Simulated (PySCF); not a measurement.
Adding and removing an electron: InH

BP86; In def2-TZVPPD with ECP28, H def2-TZVPPD; scalar-relativistic core potentials (PySCF 2.14). Neutral (UKS): singlet (closed shell), Re = 1.871 Å, ωe = 1391 cm⁻¹, De = 2.80 eV, HOMO -4.94 eV, LUMO -2.55 eV.

InH⁺ (UKS): doublet (σ ↑), Re = 1.880 Å, ωe = 1014 cm⁻¹, De = 0.40 eV to In⁺ + H. The energies at the minima are -190.83532 hartree for InH and -190.53695 for InH⁺.

(1) Work out the adiabatic ionisation energy, without and with harmonic zero-point energies (1 hartree = 27.2114 eV, 1 eV = 8065.5 cm⁻¹), and the change of the bond length.

Weak bonds: InH⁺. Basis-set superposition, not corrected here, can be much of De in a small basis, most of all at correlated wavefunction levels. These are scalar-relativistic numbers at best; spin–orbit coupling would shift them, the dissociation energy most. For an ion De counts to the pair picked by the measured ionisation energies or electron affinities, which need not be the lowest pair at this level. States were picked by a PBE0 search and need not be the measured ground states.

## Answers

(1) At BP86: 0.29837 hartree = 8.119 eV between the minima; the zero-point term (1014.0 − 1391.0)/2 cm⁻¹ = -0.023 eV makes it 8.096 eV. Re changes by +0.9 pm against the neutral. Minus the HOMO energy is 4.94 eV, -3.18 eV from the value between the minima; self-interaction puts the Kohn–Sham level too high, less so with exact exchange. The electron leaves a σ orbital, and the small change of length marks it as nearly non-bonding.
